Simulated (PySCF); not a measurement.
Simulation results for BGeH$_{4}$NSi

Computed with PySCF 2.14.0. Calculation on a computer-drawn molecule: the log of a Hartree-Fock and frozen-core CCSD(T) single point meant for a local Hartree-Fock minimum, with one planted fault or none, to be diagnosed. Offsets are logged minus clean, where the clean run is the same molecule without the fault. The reference is restricted for singlets and unrestricted otherwise, and also for a bond in bohr or an excited solution. Adding or removing an electron swaps singlet and doublet. The excited solution moves the top pair (singlet) or top alpha electron (doublet) to the lowest empty orbital. Highest occupied and lowest empty are orbital energies over both spins, largest force is the largest gradient component, triples share is (T) over the correlation energy, the T1 limit is 0.02 restricted and 0.045 unrestricted, electrons count all cores, a negative frequency is imaginary (commonest isotopes), and the dipole is about the centre of nuclear charge; on germanium a core potential holds 10 electrons, which the energies leave out, and 3d is frozen in MP2 and coupled-cluster steps.

```yaml
- formula: BGeH4NSi
  logged_structure:
    atoms_angstrom:
      - [B, -1.7825, -2.4422, 0.185]
      - ["N", -1.1927, -1.3501, 0.1697]
      - [Si, -0.4236, 0.1855, 0.1562]
      - [Ge, -2.0236, 2.0408, 0.4915]
      - [H, -2.3361, -3.4754, 0.1989]
      - [H, 0.6025, 0.2245, 1.2297]
      - [H, 0.2733, 0.3684, -1.1429]
      - [H, -0.8476, 3.1012, 0.3901]
  given:
    meant_charge: 0
    meant_multiplicity: 1
    meant_basis: "cc-pV(D+d)Z"
    meant_basis_and_core_potential_on_germanium: "cc-pVDZ-PP ECP10MDF"
    logged_electrons: 62
    logged_basis_functions: 94
    logged_SCF_converged: "yes"
    logged_spin_squared: 0.0
    "logged_highest_occupied [eV]": -8.2598
    "logged_lowest_empty [eV]": 0.13587
    "logged_largest_force [hartree/bohr]": 2.1025e-05
    "logged_lowest_frequency [cm^-1]": 91.568
    logged_T1_diagnostic: 0.017305
    logged_D1_diagnostic: 0.041678
    logged_triples_share: 0.033789
    logged_CC_converged: "yes"
    "logged_dipole_magnitude [debye]": 1.5005
    logged_SCF_stable_within_its_kind: "yes"
    "logged_energy_HF [hartree]": -663.78549
    "logged_energy_CCSD(T) [hartree]": -664.25882
    possible_faults: "no fault, one electron removed, one electron added, multiplicity raised by two, geometry at a saddle point, SCF held on an excited solution, minimal basis STO-3G, one bond length entered in bohr, all coordinates scaled"
    drawn_bonds_atom: [1, 2, 3, 1, 3, 3, 4]
    drawn_bonds_other_atom: [2, 3, 4, 5, 6, 7, 8]
    drawn_bonds_order: [2, 1, 1, 1, 1, 1, 1]
  results:
    planted_fault: "no fault"
    "HF_energy_offset_from_clean_run [kcal/mol]": 0.0
    "CCSD(T)_energy_offset_from_clean_run [kcal/mol]": 0.0
```
